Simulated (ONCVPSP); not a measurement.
## Varying the ONCV potential for zinc

Base potential:

zinc, optimised norm-conserving Vanderbilt (ONCV), made with ONCVPSP 4.0.1 (PBE, scalar-relativistic). Core [Ne], reference 3s2 3p6 3d10 4s1 4p1. Waves: 3s+4s: rc 1.00 bohr, ncon 4, nbas 9, qcut 12.2 1/bohr, 2 projectors; 3p+4p: rc 1.20 bohr, ncon 5, nbas 9, qcut 11.1 1/bohr, 2 projectors; 3d: rc 0.85 bohr, ncon 5, nbas 9, qcut 20.1 1/bohr, 1 projector. Local part: polynomial inside 0.60 bohr (lpopt 5, dvloc0 6 Ha). Core correction: polynomial model core, fcfact 0.2.

All-electron outer shells of the reference configuration (PBE, scalar-relativistic, ld1.x):

```
shell  level (eV)  outermost node (bohr)  outermost maximum (bohr)
   2s    -1160.46                   0.07                      0.19
   2p    -1006.17                      –                      0.15
   3s     -131.48                   0.28                      0.59
   3p      -85.65                   0.25                      0.59
   3d      -12.34                      –                      0.57
   4s       -7.40                   0.85                      2.04
   4p       -2.10                   0.92                      2.89
```

Cutoffs, loose and tight: the cutoffs (Ha) at which the residual kinetic energy of the hardest occupied pseudo-wave falls to 1 and 0.1 mHa per electron. They do not see the model core or the augmentation charge, which bear on the density cutoff. Test errors are all-electron minus pseudo excitation energies from the reference, over the configurations 3s2 3p6 3d10 4s2 4p0; 3s2 3p6 3d10 4s1 4p0; 3s2 3p6 3d10 4s0 4p0; 3s2 3p6 3d10 4s0 4p1. A dash means not determined; rows that change the core or the reference have their own tests.

```tsv
change	outcome	cutoff, loose	cutoff, tight	bound ghosts	GHOST(+) flags above zero	largest test error (meV)
base	generated	151 Ha	171 Ha	none	s	-0.6
local potential polynomial inside 0.60 bohr (lpopt 5, dvloc0 2.5 Ha)	generated	151 Ha	171 Ha	none	s	-0.7
p: rc 1.8	generated	151 Ha	171 Ha	none	s	-1.8
core correction polynomial model core, fcfact 0.96	generated	151 Ha	171 Ha	none	s	-0.7
s: qcut 11.4	generated	151 Ha	171 Ha	none	s	-0.6
```
